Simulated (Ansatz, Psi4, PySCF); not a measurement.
HB, charge -1, doublet, at the geometry of the source list (a state made from the parent by changing its charge; the spin is typed, not shown lowest) (in this run its highest filled SCF level lies above zero, so its values depend strongly on the basis, on diffuse functions most of all). Base run: CCSD(T)/6-31G** in PySCF.

Input for PySCF:
```python
from pyscf import gto, scf, cc

mol = gto.Mole()
mol.atom = '''
    B     0.32270000    0.09790000   -0.47190000
    H    -0.32270000   -0.09790000    0.47190000
'''
mol.basis = '6-31g**'
mol.charge = -1
mol.spin = 1
mol.verbose = 4
mol.build()

mf = scf.UHF(mol)
mf.kernel()

mycc = cc.CCSD(mf)
mycc.kernel()
et = mycc.ccsd_t()
print('E(CCSD(T)) = %.10f' % (mycc.e_tot + et))
```

The same geometry, method and basis name were run in Ansatz (a first-principles code) and Psi4 and PySCF, at each program's defaults and at the settings that a row names. The base is PySCF at its defaults. Differences at the defaults can come from grids, fitting, cores and function types together.

```json
[
 {"code and settings": "PySCF, defaults (exact integrals, spherical functions, all electrons correlated)", "ΔE vs base (mEh)": "0.000", "basis functions": "19", "E (Eh)": "-25.14435", "SCF cycles": "10", "outcome": "converged"},
 {"code and settings": "Psi4, defaults (exact integrals, Cartesian functions, all electrons correlated)", "ΔE vs base (mEh)": "-3.063", "basis functions": "20", "E (Eh)": "-25.14741", "SCF cycles": "12", "outcome": "converged"},
 {"code and settings": "Ansatz, defaults (factorised integrals, Cartesian functions, frozen core)", "ΔE vs base (mEh)": "1.581", "basis functions": "20", "E (Eh)": "-25.14277", "SCF cycles": "-", "outcome": "another SCF solution"},
 {"code and settings": "PySCF, frozen core", "ΔE vs base (mEh)": "1.807", "basis functions": "19", "E (Eh)": "-25.14254", "SCF cycles": "10", "outcome": "converged"},
 {"code and settings": "Psi4, exact integrals, spherical functions, frozen core", "ΔE vs base (mEh)": "1.807", "basis functions": "19", "E (Eh)": "-25.14254", "SCF cycles": "12", "outcome": "converged"},
 {"code and settings": "Ansatz, high accuracy, frozen core, Cartesian functions as the basis file defines them", "ΔE vs base (mEh)": "1.582", "basis functions": "20", "E (Eh)": "-25.14277", "SCF cycles": "-", "outcome": "another SCF solution"}
]
```

A guess, shift, damping, solver or small numerical setting can't move a converged solution much, so rows marked as another SCF solution ended in a different state.

Open shells are given as the SCF converged; they aren't shown to be the lowest states, and a large step between rows can be another state.
